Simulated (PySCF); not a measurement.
All values below come from PySCF with PBE0-D3(BJ)/def2-TZVP. Isolated molecules, 0 K electronic values unless said otherwise. One relaxed conformer stands for a flexible species; it need not be the lowest. 

Reference species (SMILES): `F[C]F` (excited triplet) (neutral, multiplicity 3).

```json
{
  "highest_occupied_spin_orbital": "-6.14 eV"
}
```

Changed species: `F[C]C=C` (triplet; the order of the spin states depends on the level; C–C–C–F torsion 0°) (X = vinyl, multiplicity 3; the reference has X = fluoro, multiplicity 3).

Task: What does the change do to the highest occupied spin orbital?

Result: the highest occupied spin orbital rises by 0.17 eV, to -5.97 eV.
